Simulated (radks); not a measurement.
Excited configurations of neutral sulfur: one electron is placed in a higher orbital outside [Ne] 3s2 3p3. The ground configuration is [Ne] 3s2 3p4. Calculated with a radial shooting solver on a logarithmic mesh with Libxc functionals: scalar-relativistic Kohn-Sham, LDA (Slater exchange, Perdew-Wang correlation), spin-polarised, spherical densities, finite nucleus; open shells are filled with parallel spins first; Fermi nuclear charge, rms radius 3.2611 fm. Excitation = E - E(ground); binding = E(ion) - E, where the ion is the core of charge +1; n* = 1/sqrt(2 binding) in atomic units, and the quantum defect is n - n*.

4p: excitation (eV) 7.885; binding (eV) 2.650; n* 2.266; quantum defect 1.734; eigenvalue (eV) -1.443; <r> (bohr) 7.264
4d: excitation (eV) 9.157; binding (eV) 1.378; n* 3.142; quantum defect 0.858; eigenvalue (eV) -0.738; <r> (bohr) 13.00
5s: excitation (eV) 8.723; binding (eV) 1.813; n* 2.739; quantum defect 2.261; eigenvalue (eV) -1.126; <r> (bohr) 12.12
5p: excitation (eV) 9.156; binding (eV) 1.380; n* 3.140; quantum defect 1.860; eigenvalue (eV) -0.838; <r> (bohr) 15.08
5d: excitation (eV) 9.680; binding (eV) 0.856; n* 3.988; quantum defect 1.012; eigenvalue (eV) -0.523; <r> (bohr) 23.30
6s: excitation (eV) 9.497; binding (eV) 1.039; n* 3.619; quantum defect 2.381; eigenvalue (eV) -0.675; <r> (bohr) 21.43
6p: excitation (eV) 9.686; binding (eV) 0.850; n* 4.001; quantum defect 1.999; eigenvalue (eV) -0.547; <r> (bohr) 25.55
6d: excitation (eV) 9.954; binding (eV) 0.582; n* 4.834; quantum defect 1.166; eigenvalue (eV) -0.378; <r> (bohr) 36.32
6f: excitation (eV) 10.078; binding (eV) 0.458; n* 5.452; quantum defect 0.548; eigenvalue (eV) -0.294; <r> (bohr) 44.27
7p: excitation (eV) 9.959; binding (eV) 0.577; n* 4.855; quantum defect 2.145; eigenvalue (eV) -0.386; <r> (bohr) 38.70
7d: excitation (eV) 10.114; binding (eV) 0.422; n* 5.679; quantum defect 1.321; eigenvalue (eV) -0.284; <r> (bohr) 52.03
7f: excitation (eV) 10.191; binding (eV) 0.344; n* 6.286; quantum defect 0.714; eigenvalue (eV) -0.231; <r> (bohr) 61.81

The Delta-SCF ionisation energy is 10.536 eV (NIST Atomic Spectra Database: 10.360 eV, measured). Self-interaction in the functional shifts the binding energies and quantum defects, so they are the method's values and not measured ones. Open shells are spherical and high-spin; term and fine-structure splittings are not resolved.
